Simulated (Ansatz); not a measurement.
System: ReO, charge 0, multiplicity 6. The spin state was set by rule; other spins were not relaxed. 
Structure (B3LYP-D3(BJ)/def2-TZVP (Ansatz, an electronic-structure program) minimum search):
```
O
Re 1 1.7451
```
Charge 0, spin multiplicity 6.

Total electronic energies in hartree. Correlated levels leave the core frozen unless marked. UHF or UKS for open shells. Spin-orbit coupling is left out. Frozen are the shells of the preceding noble gas and the d and f shells that filled before the atom's block. Past Kr the def2 sets carry scalar-relativistic core potentials. Basis-set limits of correlation are two-point, X^-3; Hartree-Fock from the larger set. The bracket is a focal-point correction in the basis named.

```
level                                                              program  energy (Eh)
----------------------------------------------------------  --------------  -----------
B3LYP-D4/def2-TZVPD                                         Ansatz + dftd4            …
PBE0-D4/def2-TZVPD                                          Ansatz + dftd4   -153.36995
HSE06-D3(BJ)/def2-TZVPD                                     Ansatz + dftd3   -153.36636
B2GP-PLYP-D4/def2-TZVPD                                     Ansatz + dftd4            …
B2PLYP-D4/def2-TZVPD                                        Ansatz + dftd4   -153.20467
MP2/CBS(def2-TZVPPD,def2-QZVPPD)                                    Ansatz    -152.8546
CCSD/def2-QZVPPD                                                    Ansatz   -152.82273
RI-MP2/CBS(def2-TZVPP,def2-QZVPP)+[CCSD(T)-MP2]/def2-TZVPP          Ansatz    -152.8688
CCSD(T)/CBS(def2-TZVPPD,def2-QZVPPD)                                Ansatz    -152.8655
```

Problem. Fill in the missing entries.

Solution. 
- B3LYP-D4/def2-TZVPD, energy (Eh): -153.47956
- B2GP-PLYP-D4/def2-TZVPD, energy (Eh): -153.13456
